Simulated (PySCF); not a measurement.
# CaH₂: bending curve

All numbers come from PySCF, BP86, basis Ca def2-TZVP, H def2-TZVP (no relativity, density fitting).

Rigid scan from the singlet minimum (Ca–H 2.018 Å (×2); H–Ca–H 134.8°). Coordinate: the H–Ca–H angle, bonds fixed. Energies in kJ/mol from the minimum.

(1) Predict the curve at 80, 90, 100, 110, 120, 130, 140, 150, 160, 170, 180.

Answers

(1) 
```tsv
bond angle (°)	E (kJ/mol)	dipole size (D)
80	53.9	7.80
90	33.1	7.37
100	18.4	6.90
110	8.6	6.37
120	2.8	5.75
130	0.3	5.04
140	0.3	4.22
150	1.9	3.29
160	4.2	2.26
170	6.0	1.15
180	6.6	0.00
```

With the bonds held, the linear shape lies 6.6 kJ/mol from the minimum.

Other isomers or separated fragments may lie lower.
